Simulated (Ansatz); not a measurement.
Consider the formal exchange of groups at a B–O bond: `OB1CN1` + BH₃ → `BB1CN1` + H₂O.

Calculated with Ansatz (gas phase, PBE0-D4/def2-TZVP geometries, no zero-point term in ΔE). CBS: MP2 limit from def2 TZ/QZ plus the TZ coupled-cluster correction, frozen cores. This one scheme is used for every species. Functionals use def2-TZVPP. Each species was taken in one conformer, which may not be the lowest.

`OB1CN1`:

Cartesian coordinates in Å:
```
O -1.041 -0.947 -1.340
B -0.422 -0.281 -0.344
C 0.786 0.144 0.517
N -0.605 0.678 0.604
H -0.483 -1.615 -1.743
H 1.136 -0.390 1.399
H 1.544 0.803 0.087
H -0.915 1.607 0.822
```

BH₃:

```xyz
4

B     0.000    0.000    0.000
H    -0.281   -0.156    1.149
H    -0.813    0.430   -0.760
H     1.094   -0.274   -0.389
```

`BB1CN1`:

```xyz
9

B     1.092    1.419    0.318
B    -0.029    0.269    0.023
C    -0.311   -1.231   -0.421
N    -1.280   -0.254    0.010
H     1.734    1.408    1.330
H     1.370    2.257   -0.490
H    -0.338   -1.517   -1.470
H    -0.051   -2.040    0.262
H    -2.186   -0.311    0.437
```

H₂O:

Cartesian coordinates in Å:
```
O 0.102 0.357 0.118
H -0.111 -0.402 0.666
H 0.009 0.045 -0.785
```

| level | ΔE (kJ/mol) | difference from CCSD(T)/CBS |
| --- | --- | --- |
| LDA (SPW92) | 77.6 | -10.9 |
| PBE-D4 | 76.1 | -12.4 |
| r2SCANh-D4 | 88.4 | -0.1 |
| r2SCAN0-D4 | 91.3 | 2.8 |
| ωB97X-V | 93.9 | 5.4 |
| BLYP | 88.4 | -0.1 |
| CAM-B3LYP | 98.9 | 10.4 |
| HF/def2-SVP | 128.3 | 39.8 |
| MP2/def2-SVP | 117.9 | 29.4 |
| MP2/def2-TZVPP | 97.2 | 8.7 |
| CCSD(T)/CBS | 88.5 | 0 |

Q: What do rigid-rotor, harmonic-oscillator terms from PBE0-D4/def2-TZVP frequencies (298.15 K, 1 bar) make of the CCSD(T)/CBS value? (Best estimate.)

A: Ansatz gave: ΔZPE = +0.6 kJ/mol, ΔH = +91.3 kJ/mol, ΔS = 16 J/(mol·K), ΔG = +86.6 kJ/mol.

Largest T1 diagnostic among the species: 0.015.

From r2SCAN to r2SCAN0 (25 % exact exchange), in def2-TZVPP and without D4, ΔE moves by +5.2 kJ/mol. In def2-TZVPP, CCSD(T) changes the Hartree–Fock value by −22.7 kJ/mol (the triples alone add −2.5 kJ/mol) and MP2 by −19.7 kJ/mol.
